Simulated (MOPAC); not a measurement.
MOPAC input (AM1):

```
AM1 PRECISE GNORM=0.05 LET XYZ GEO-OK AUX(PRECISION=9) THREADS=1
H10OSi4

O    -0.28880500 1   -0.17699600 1    2.01089000 1
Si   -0.05987400 1   -0.03164300 1    0.36016600 1
Si    2.25730600 1   -0.01706400 1    0.00965100 1
Si   -0.99363800 1    1.96047500 1   -0.47717200 1
Si   -1.02085500 1   -1.83096400 1   -0.81479800 1
H    -1.19257700 1   -0.19954000 1    2.33690800 1
H     2.87934700 1   -1.27644600 1    0.48499800 1
H     2.89661800 1    1.12952500 1    0.69924900 1
H     2.49671400 1    0.11118600 1   -1.44984900 1
H    -2.44699900 1    2.01980000 1   -0.17209900 1
H    -0.34600500 1    3.15690900 1    0.11520200 1
H    -0.82270800 1    2.00470000 1   -1.95089200 1
H    -0.84870300 1   -1.61653200 1   -2.27336200 1
H    -0.39108100 1   -3.12234100 1   -0.44396400 1
H    -2.47530000 1   -1.92255100 1   -0.52316500 1
```

Output:

```
 *******************************************************************************
 **                                                                           **
 **                              MOPAC v23.2.5                                **
 **                                                                           **
 *******************************************************************************
 ** MOPAC's Digital Object Identifier: https://doi.org/10.5281/zenodo.6511958 **
 **                                                                           **
 ** Please cite the open-source release paper for use of this MOPAC version:  **
 ** J. E. Moussa and J. J. P. Stewart (2026)                                  **
 ** MOPAC: An open-source semiempirical molecular orbital program             **
 ** J. Open Source Softw., 11(119), 8025, https://doi.org/10.21105/joss.08025 **
 *******************************************************************************

                              AM1 CALCULATION RESULTS

 *******************************************************************************
 *  AM1        - The AM1 Hamiltonian to be used
 *  GEO-OK     - OVERRIDE INTERATOMIC DISTANCE AND OTHER SAFETY CHECKS
 *  LET        - OVERRIDE SOME SAFETY CHECKS
 *  PRECISE    - TIGHTER CRITERIA TO BE USED
 *  XYZ        - CARTESIAN COORDINATE SYSTEM TO BE USED
 *  GNORM      - EXIT WHEN GRADIENT NORM DROPS BELOW 0.050
 *  AUX        - OUTPUT AUXILIARY INFORMATION
 *******************************************************************************
AM1 PRECISE GNORM=0.05 LET XYZ GEO-OK AUX(PRECISION=9) THREADS=1
 H10OSi4

   ATOM   CHEMICAL          X               Y               Z
  NUMBER   SYMBOL      (ANGSTROMS)     (ANGSTROMS)     (ANGSTROMS)

     1       O         -0.28880500  *  -0.17699600  *   2.01089000  *
     2      Si         -0.05987400  *  -0.03164300  *   0.36016600  *
     3      Si          2.25730600  *  -0.01706400  *   0.00965100  *
     4      Si         -0.99363800  *   1.96047500  *  -0.47717200  *
     5      Si         -1.02085500  *  -1.83096400  *  -0.81479800  *
     6       H         -1.19257700  *  -0.19954000  *   2.33690800  *
     7       H          2.87934700  *  -1.27644600  *   0.48499800  *
     8       H          2.89661800  *   1.12952500  *   0.69924900  *
     9       H          2.49671400  *   0.11118600  *  -1.44984900  *
    10       H         -2.44699900  *   2.01980000  *  -0.17209900  *
    11       H         -0.34600500  *   3.15690900  *   0.11520200  *
    12       H         -0.82270800  *   2.00470000  *  -1.95089200  *
    13       H         -0.84870300  *  -1.61653200  *  -2.27336200  *
    14       H         -0.39108100  *  -3.12234100  *  -0.44396400  *
    15       H         -2.47530000  *  -1.92255100  *  -0.52316500  *

          CARTESIAN COORDINATES

    NO.       ATOM           X           Y           Z

     1         O         -0.2888     -0.1770      2.0109
     2        Si         -0.0599     -0.0316      0.3602
     3        Si          2.2573     -0.0171      0.0097
     4        Si         -0.9936      1.9605     -0.4772
     5        Si         -1.0209     -1.8310     -0.8148
     6         H         -1.1926     -0.1995      2.3369
     7         H          2.8793     -1.2764      0.4850
     8         H          2.8966      1.1295      0.6992
     9         H          2.4967      0.1112     -1.4498
    10         H         -2.4470      2.0198     -0.1721
    11         H         -0.3460      3.1569      0.1152
    12         H         -0.8227      2.0047     -1.9509
    13         H         -0.8487     -1.6165     -2.2734
    14         H         -0.3911     -3.1223     -0.4440
    15         H         -2.4753     -1.9226     -0.5232

  H: (AM1): M.J.S. DEWAR ET AL, J. AM. CHEM. SOC. 107 3902-3909 (1985)
  O: (AM1): M.J.S. DEWAR ET AL, J. AM. CHEM. SOC. 107 3902-3909 (1985)
 Si: (AM1): M.J.S.DEWAR, C. JIE, ORGANOMETALLICS, 6, 1486-1490 (1987).

           Empirical Formula: H10 O Si4  =    15 atoms

      MOLECULAR POINT GROUP   :   Cs

      RHF CALCULATION, NO. OF DOUBLY OCCUPIED LEVELS = 16

          Geometry optimization using EF

          DIAGONAL MATRIX USED AS START HESSIAN

 CYCLE:     1  GRAD.:   129.749 HEAT: -20.32020
 CYCLE:     2  GRAD.:   154.994 HEAT: -21.36149
 CYCLE:     3  GRAD.:   175.055 HEAT: -15.09615
 CYCLE:     4  GRAD.:   119.704 HEAT: -24.80767
 CYCLE:     5  GRAD.:   124.130 HEAT: -21.30826
 CYCLE:     6  GRAD.:    33.579 HEAT: -29.46323
 CYCLE:     7  GRAD.:    34.201 HEAT: -29.65644
 CYCLE:     8  GRAD.:    27.214 HEAT: -29.88504
 CYCLE:     9  GRAD.:    23.023 HEAT: -30.11095
 CYCLE:    10  GRAD.:    13.552 HEAT: -30.22578
 CYCLE:    11  GRAD.:    13.303 HEAT: -30.29929
 CYCLE:    12  GRAD.:     3.397 HEAT: -30.37640
 CYCLE:    13  GRAD.:     6.358 HEAT: -30.40571
 CYCLE:    14  GRAD.:     6.507 HEAT: -30.47485
 CYCLE:    15  GRAD.:     5.967 HEAT: -30.53553
 CYCLE:    16  GRAD.:     7.228 HEAT: -30.58353
 CYCLE:    17  GRAD.:     4.415 HEAT: -30.66391
 CYCLE:    18  GRAD.:     3.610 HEAT: -30.73679
 CYCLE:    19  GRAD.:     2.105 HEAT: -30.75634
 CYCLE:    20  GRAD.:     0.874 HEAT: -30.76165
 CYCLE:    21  GRAD.:     0.612 HEAT: -30.76361
 CYCLE:    22  GRAD.:     0.530 HEAT: -30.76553
 CYCLE:    23  GRAD.:     0.503 HEAT: -30.76639
 CYCLE:    24  GRAD.:     1.293 HEAT: -30.76573
 CYCLE:    25  GRAD.:     0.150 HEAT: -30.76680
 CYCLE:    26  GRAD.:     0.143 HEAT: -30.76686
 CYCLE:    27  GRAD.:     0.229 HEAT: -30.76696
 CYCLE:    28  GRAD.:     0.139 HEAT: -30.76704
 CYCLE:    29  GRAD.:     0.299 HEAT: -30.76724
 CYCLE:    30  GRAD.:     0.533 HEAT: -30.76737
 CYCLE:    31  GRAD.:     0.276 HEAT: -30.76759
 CYCLE:    32  GRAD.:     0.202 HEAT: -30.76770
 CYCLE:    33  GRAD.:     0.309 HEAT: -30.76771
 CYCLE:    34  GRAD.:     0.087 HEAT: -30.76777
 CYCLE:    35  GRAD.:     0.068 HEAT: -30.76780
 CYCLE:    36  GRAD.:     0.115 HEAT: -30.76785
 CYCLE:    37  GRAD.:     0.148 HEAT: -30.76790
 CYCLE:    38  GRAD.:     0.097 HEAT: -30.76795
 CYCLE:    39  GRAD.:     0.057 HEAT: -30.76798
 CYCLE:    40  GRAD.:     0.057 HEAT: -30.76800
 CYCLE:    41  GRAD.:     0.059 HEAT: -30.76801
 CYCLE:    42  GRAD.:     0.055 HEAT: -30.76803
 CYCLE:    43  GRAD.:     0.138 HEAT: -30.76810
 CYCLE:    44  GRAD.:     0.304 HEAT: -30.76818
 CYCLE:    45  GRAD.:     0.229 HEAT: -30.76830
 CYCLE:    46  GRAD.:     0.589 HEAT: -30.76836
 CYCLE:    47  GRAD.:     0.232 HEAT: -30.76875
 CYCLE:    48  GRAD.:     0.164 HEAT: -30.76901
 CYCLE:    49  GRAD.:     0.208 HEAT: -30.76921
 CYCLE:    50  GRAD.:     0.340 HEAT: -30.76928
 CYCLE:    51  GRAD.:     0.246 HEAT: -30.76950
 CYCLE:    52  GRAD.:     0.194 HEAT: -30.76951
 CYCLE:    53  GRAD.:     0.074 HEAT: -30.76957
 CYCLE:    54  GRAD.:     6.666 HEAT: -30.71867
 CYCLE:    55  GRAD.:     0.058 HEAT: -30.76957
 CYCLE:    56  GRAD.:     0.055 HEAT: -30.76958
 CYCLE:    57  GRAD.:     0.011 HEAT: -30.76958

     GRADIENT =  0.01147 IS LESS THAN CUTOFF =  0.05000

 -------------------------------------------------------------------------------
 AM1 PRECISE GNORM=0.05 LET XYZ GEO-OK AUX(PRECISION=9) THREADS=1
 H10OSi4

     GEOMETRY OPTIMISED USING EIGENVECTOR FOLLOWING (EF).
     SCF FIELD WAS ACHIEVED

                              AM1 CALCULATION
                                                       MOPAC v23.2.5 Linux

          FINAL HEAT OF FORMATION =        -30.76958 KCAL/MOL =    -128.73992 KJ/MOL

          COSMO AREA              =        194.73 SQUARE ANGSTROMS
          COSMO VOLUME            =        213.37 CUBIC ANGSTROMS

          GRADIENT NORM           =          0.01147          =       0.00296 PER ATOM
          IONIZATION POTENTIAL    =          9.836656 EV
          HOMO LUMO ENERGIES (EV) =         -9.837 -1.419
          NO. OF FILLED LEVELS    =         16
          MOLECULAR WEIGHT        =        138.4204         POINT GROUP:  Cs

          MOLECULAR DIMENSIONS (Angstroms)

            Atom       Atom       Distance
            H    15    H     8     6.30808
            H    10    H     7     5.47649
            H     6    H    13     4.66897

          SCF CALCULATIONS        =         58

   ATOM   CHEMICAL          X               Y               Z
  NUMBER   SYMBOL      (ANGSTROMS)     (ANGSTROMS)     (ANGSTROMS)

     1       O         -0.32935967  *  -0.19998536  *   2.27246655  *
     2      Si         -0.09436344  *  -0.04460584  *   0.50890002  *
     3      Si          2.26531432  *  -0.00957328  *  -0.07516300  *
     4      Si         -0.97930820  *   1.95904207  *  -0.54163903  *
     5      Si         -1.00640740  *  -1.81831929  *  -0.87799190  *
     6       H         -1.25525108  *  -0.21360273  *   2.49509782  *
     7       H          2.91095029  *  -1.25491289  *   0.35236460  *
     8       H          2.92823428  *   1.13124786  *   0.56482445  *
     9       H          2.35994427  *   0.11947015  *  -1.53218314  *
    10       H         -2.43236413  *   2.02415315  *  -0.34649639  *
    11       H         -0.36050571  *   3.15188468  *   0.04891267  *
    12       H         -0.68081574  *   1.91533106  *  -1.97753702  *
    13       H         -0.70562365  *  -1.52601339  *  -2.28401950  *
    14       H         -0.40533980  *  -3.10536005  *  -0.50817484  *
    15       H         -2.46046565  *  -1.89619154  *  -0.69546746  *

                             CARTESIAN COORDINATES

   1    O       -0.329359670    -0.199985362     2.272466555
   2   Si       -0.094363440    -0.044605835     0.508900023
   3   Si        2.265314323    -0.009573282    -0.075162999
   4   Si       -0.979308200     1.959042070    -0.541639031
   5   Si       -1.006407397    -1.818319289    -0.877991902
   6    H       -1.255251084    -0.213602731     2.495097818
   7    H        2.910950293    -1.254912893     0.352364600
   8    H        2.928234285     1.131247856     0.564824453
   9    H        2.359944275     0.119470146    -1.532183139
  10    H       -2.432364125     2.024153147    -0.346496388
  11    H       -0.360505713     3.151884684     0.048912672
  12    H       -0.680815743     1.915331059    -1.977537015
  13    H       -0.705623648    -1.526013386    -2.284019500
  14    H       -0.405339796    -3.105360046    -0.508174836
  15    H       -2.460465649    -1.896191541    -0.695467460

           Empirical Formula: H10 O Si4  =    15 atoms

      MOLECULAR POINT GROUP   :   Cs

                  EIGENVALUES
 -35.79368 -17.96910 -16.07773 -15.83154 -15.80808 -14.54289 -13.61572 -13.18307
 -12.77597 -12.67210 -12.43164 -12.34224 -12.27705 -11.95585 -10.19894  -9.83666
  -1.41900  -1.30964  -1.08939   0.86825   1.29140   1.30366   1.36597   1.38677
   1.40178   1.46273   1.94703   2.02690   2.05608   5.47975

              NET ATOMIC CHARGES AND DIPOLE CONTRIBUTIONS

  ATOM NO.   TYPE          CHARGE      No. of ELECS.   s-Pop       p-Pop
    1          O          -0.486324        6.4863     1.86477     4.62156
    2         Si           0.289914        3.7101     0.94509     2.76499
    3         Si           0.388350        3.6116     0.89531     2.71634
    4         Si           0.276699        3.7233     0.90891     2.81439
    5         Si           0.276701        3.7233     0.90891     2.81439
    6          H           0.212286        0.7877     0.78771
    7          H          -0.107839        1.1078     1.10784
    8          H          -0.107832        1.1078     1.10783
    9          H          -0.115769        1.1158     1.11577
   10          H          -0.107635        1.1076     1.10764
   11          H          -0.101933        1.1019     1.10193
   12          H          -0.103528        1.1035     1.10353
   13          H          -0.103516        1.1035     1.10352
   14          H          -0.101937        1.1019     1.10194
   15          H          -0.107638        1.1076     1.10764
 DIPOLE           X         Y         Z       TOTAL
 POINT-CHG.     0.202     0.072    -0.823     0.850
 HYBRID        -0.916    -0.018     0.269     0.955
 SUM           -0.715     0.054    -0.554     0.906

          ATOMIC ORBITAL ELECTRON POPULATIONS

     Atom    s        px        py        pz
    1  O   1.86477   1.29637   1.93461   1.39057
    2 Si   0.94509   1.04146   0.96473   0.75881
    3 Si   0.89531   0.92985   0.90091   0.88557
    4 Si   0.90891   0.91762   0.97575   0.92102
    5 Si   0.90891   0.91839   0.96201   0.93400
    6  H   0.78771
    7  H   1.10784
    8  H   1.10783
    9  H   1.11577
   10  H   1.10764
   11  H   1.10193
   12  H   1.10353
   13  H   1.10352
   14  H   1.10194
   15  H   1.10764

 **********************
 *                    *
 * JOB ENDED NORMALLY *
 *                    *
 **********************

 == MOPAC DONE ==
```

The geometry given is a B3LYP-D3(BJ)/def2-TZVP minimum.
